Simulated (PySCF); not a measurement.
**Calculated NMR parameters of BC(B)C1CCC1**

| Quantity | Value |
| --- | --- |
| Formula | C5H12B2 |
| SMILES | BC(B)C1CCC1 |
| Carbon signals | 4 |
| Proton signals | 7 |

Atom-mapped SMILES (the numbers label the heavy atoms): `[BH2:1][CH:2]([BH2:3])[CH:4]1[CH2:5][CH2:6][CH2:7]1`. Hydrogens are named by the atom that carries them. Ha(C5), Ha(C6), Ha(C7) are cis to C2 on the ring; Hb(C5), Hb(C6), Hb(C7) are trans to C2 on the ring.

PySCF calculation with spin–spin couplings from B3LYP/pcJ-1 (spin–dipole term only in couplings to heteroatoms), coordinates at the PBE0-D3(BJ)/def2-SVP level and PBE0/pcSseg-1 with gauge-including orbitals; rapidly exchanging positions averaged, one computed conformer, gas phase, non-relativistic Hamiltonian.

References, each an isolated molecule treated in the same way: 1H, 13C vs TMS; BF3·OEt2 for 11B.

| carbon | δC, type | δH (multiplicity, J in Hz) | HMBC from (abs. J ≥ 3 Hz) | span of the C tensor (ppm) |
| --- | --- | --- | --- | --- |
| C2 | 92.9, CH | 3.96 (d, 11.1) | H(B1)/H(B3), Ha(C5)/Ha(C7) | 164 |
| C4 | 40.7, CH | 3.32 (qtd, 11.1, 8.6, 1.2) | H(B1)/H(B3), Ha(C6), Ha(C5)/Ha(C7) | 31 |
| C5/C7 | 34.0, CH2 | Hb(C5) 2.33 (dtt, 11.7, 8.8, 1.3); Ha(C5) 1.30 (qdd, 11.6, 9.5, 1.1) | H(C4), Hb(C5)/Hb(C7), Hb(C6) | 36 |
| C6 | 20.8, CH2 | Ha(C6) 1.65 (dtq, 12.1, 9.5, 1.3); Hb(C6) 1.90 (qt, 12.1, 9.0) | Ha(C5)/Ha(C7) | 21 |

Other nuclei:
```tsv
atoms	nucleus	environment	δ (ppm)	σ (ppm)
H(B1)/H(B3)	1H	hydrogen on a boron bonded to C	7.67	23.60
B1/B3	11B	boron bonded to C, 2 H	83.9	16.8
```

Selected couplings (Hz, signed; the shortest-range and largest first, 30 at most; isotopes 13C, 1H, 11B): 1J(C6,Ha(C6)) 144.9, 1J(C5,Hb(C5)) 144.6, 1J(B1,H(B1)) 139.0, 1J(C6,Hb(C6)) 137.6, 1J(C4,H(C4)) 136.6, 1J(C5,Ha(C5)) 135.1, 1J(C2,H(C2)) 106.9, 1J(C2,C4) 41.3, 1J(B1,C2) 38.7, 1J(C5,C6) 29.6, 1J(C4,C5) 29.5, 2J(Ha(C6),Hb(C6)) -12.1, 2J(Hb(C5),Ha(C5)) -11.7, 2J(B1,H(C2)) -10.8, 2J(C4,C6) -6.9, 2J(C2,C5) -1.4, 3J(Ha(C5),Hb(C6)) 12.1, 3J(H(C4),Ha(C5)) 11.2, 3J(H(C2),H(C4)) 11.1, 3J(Ha(C5),Ha(C6)) 9.5, 3J(Hb(C5),Hb(C6)) 9.0, 3J(H(C4),Hb(C5)) 8.6, 3J(C2,C6) 7.0, 3J(B1,C5) 4.0, 3J(B1,H(C4)) 1.9, 3J(Hb(C5),Ha(C6)) 1.4, 3J(B1,H(B3)) 1.1, 4J(H(C4),Ha(C6)) -1.2, 4J(Hb(C5),Ha(C7)) -1.1.

- δC 92.9: sp3 CH bonded to 2 B.
- δC 40.7: sp3 CH in a ring; saturated and bonded to C and H only.
- δC 34.0, 20.8: sp3 CH2 in a ring; a saturated carbon with 2 carbon neighbours and no heteroatom attached.
- δH 7.67: hydrogen on a boron bonded to C.
- δH 3.96: hydrogen on an sp3 CH bonded to 2 B.
- The protons at 1.65 and 1.90 share a coupling of 12.1 Hz (geminal).
- The protons at 2.33 and 1.30 share a coupling of 11.7 Hz (geminal).

Hydrogens on boron are broadened and split by 11B (spin 3/2, 80 %) and 10B (spin 3). A carbon bonded to boron is broadened by the quadrupolar boron nucleus and is often missing from a measured spectrum. Splittings below 1 Hz are ignored in the labels, and close J values are merged. Couplings among chemically equivalent protons are left out too, so labels in AA′BB′ or AA′XX′ sets are apparent multiplicities. Unscaled 3J(H,H) at this level run about 10 % above measured values. Shifts are as computed. Against solution values, carbons near 30 ppm lie about +2 ppm off and those near 130 ppm about +5 ppm. Of 1211 compounds with measured shifts, 218 miss one by over three times the rms of a fit or turn the order of signals round; such compounds aren't used in these exercises. Vicinal couplings across rotatable single bonds and in flexible rings belong to the one computed conformer; a conformer average would change them.
